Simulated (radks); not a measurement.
Question: These are the eigenvalues of the occupied orbitals of an atom or ion with whole-number occupations (hartree). Method: Dirac Kohn-Sham, PBE, spin-unpolarised, spherical densities, finite nucleus; Fermi nuclear charge, rms radius of each element as measured or else 0.836 A^(1/3) + 0.57 fm; computed with a radial shooting solver on a logarithmic mesh with Libxc functionals.

1s1/2: -1971.357
2s1/2: -329.7699
2p1/2: -313.7440
2p3/2: -284.3414
3s1/2: -74.99972
3p1/2: -68.00378
3p3/2: -61.89930
3d3/2: -49.86542
3d5/2: -48.53298
4s1/2: -16.44008
4p1/2: -13.67575
4p3/2: -12.30084
4d3/2: -7.74182
4d5/2: -7.49084
5s1/2: -3.49125
5p1/2: -2.69263
5p3/2: -2.48457
4f5/2: -2.03412
4f7/2: -1.99696

Which element is it, and in what charge state? The configuration may be excited. Open shells, if any, fill j = l - 1/2 first.

Answer: Z = 66, dysprosium, charge +4: Dy4+ in [Xe] 4f8. The list shows which subshells hold electrons but not how many an open one holds; the 1s level, -1971.4 hartree, gives Z - s = 62.8 by -(Z - s)^2/2, which with screening and relativity narrows Z to a few neighbours, and the depths of the outer levels then fix element, charge and occupations together.
